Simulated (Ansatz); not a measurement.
FGaH$_{4}$SSi (`F[SiH](S)[GaH2]`) from Hartree–Fock to CCSD(T)

Z-matrix (Å, degrees):
```
Si
S 1 2.136
Ga 1 2.407 2 105.4
F 1 1.607 2 111.6 3 121.7
H 1 1.485 2 102.5 3 -124.3
H 2 1.345 1 95.4 3 -46.8
H 3 1.568 1 122.1 2 -109.5
H 3 1.572 1 117.8 2 64.8
```

Charge 0, multiplicity 1. Correlated methods include outer-core shells of Ga, which these sets cover unevenly. Scalar relativity is left out up to krypton. Geometry: relaxed with PBE0-D4/def2-TZVP. It is one conformer, not always the lowest. Frozen core, restricted reference, Ansatz.

```csv
basis,HF (Eh),MP2 corr.,CCSD corr.,(T),CCSD(T) total
def2-SVP,?,?,-0.65697,-0.01715,?
def2-TZVPP,-2711.63075,-0.77656,?,-0.03061,?
def2-QZVPP,-2711.69674,?,–,–,–
```

Q: Fill in the withheld values. (Estimate.)

A: The calculation gave: def2-SVP HF (Eh): -2711.00348; def2-SVP MP2 corr.: -0.62434; def2-SVP CCSD(T) total: -2711.67760; def2-TZVPP CCSD corr.: -0.81240; def2-TZVPP CCSD(T) total: -2712.47376; def2-QZVPP MP2 corr.: -1.07427.
